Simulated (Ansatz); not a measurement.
Cost and result for the atomization energy of BrFGaHS (`[F][Ga]([SH])[Br]`) (5 atoms, 4 bonds).

Charge 0, multiplicity 1. Correlated methods include outer-core shells of Br, Ga, which these sets cover unevenly. Scalar relativity is left out up to krypton. The geometry is a stationary point of PBE0-D4/def2-TZVP. It is one conformer, not always the lowest. Program: Ansatz. All runs use 4 threads of an Arm Neoverse V1 on a shared host. Times are those of one run each, without the atoms' runs, and a repeat can differ threefold. Electronic energies, without spin–orbit coupling; frozen cores. CCSD(T)/CBS adds CCSD(T) − MP2 in def2-TZVPP to the MP2 limit, and its time is that of the two runs behind it. T1 = 0.012. With those shells the extrapolation isn't a true limit. B3LYP takes the VWN-RPA correlation (the form of Gaussian; ORCA's B3LYP/G).

CCSD(T)/CBS is a level of theory with its own doubt, some kJ/mol a heavy atom from the limit and from the frozen cores, so smaller differences don't rank the functionals.

| level | functions | wall time | atomization (kcal/mol) | difference from CCSD(T)/CBS | per bond |
| --- | --- | --- | --- | --- | --- |
| revPBE-D4/def2-TZVPP | 183 | 1.5 s | 343.0 | -10.6 | -2.7 |
| BLYP-D4/def2-TZVPP | 183 | 1.5 s | 341.3 | -12.3 | -3.1 |
| PBE-D4/def2-TZVPP (with forces) | 183 | 1.6 s | 355.6 | 2.0 | 0.5 |
| PBE0-D4/def2-TZVPP | 183 | 2.4 s | 347.7 | -5.9 | -1.5 |
| CAM-B3LYP-D4/def2-TZVPP | 183 | 2.8 s | 344.5 | -9.1 | -2.3 |
| B3LYP-D4/def2-TZVPP (with forces) | 183 | 3.4 s | 341.1 | -12.5 | -3.1 |
| B2PLYP/def2-TZVPP | 183 | 3.9 s | 342.8 | -10.8 | -2.7 |
| r2SCANh-D4/def2-TZVPP | 183 | 4.3 s | 351.2 | -2.4 | -0.6 |
| CCSD(T)/def2-SVP | 101 | 4.3 s | 326.1 | -27.5 | -6.9 |
| ωB97X-V/def2-TZVPP | 183 | 6.5 s | 352.6 | -1.0 | -0.3 |
| MP2/def2-QZVPP | 335 | 12 s | 364.7 | 11.1 | 2.8 |
| CCSD(T)/def2-TZVPP | 183 | 65 s | 343.7 | -9.9 | -2.5 |
| CCSD(T)/CBS(def2) | – | 77 s | 353.6 | 0.0 | 0.0 |

From PBE to PBE0 (25 % exact exchange), in def2-TZVPP and without D4, the atomization energy moves by −7.5 kcal/mol: exact exchange takes away binding that semilocal exchange gives to molecules. Leaving LDA and LC-ωPBE aside and taking each functional with its dispersion term where it has one, the values, not all of them listed here, spread over 24.8 kcal/mol, from BHLYP-D4 to PBE-D4. LDA lies +56.5 kcal/mol from PBE without D4, its usual overbinding. In def2-TZVPP, CCSD(T) changes the Hartree–Fock value by +96.8 kcal/mol (the triples alone add +8.2 kcal/mol) and MP2 by +112.0 kcal/mol; breaking electron pairs costs correlation energy, which Hartree–Fock lacks.
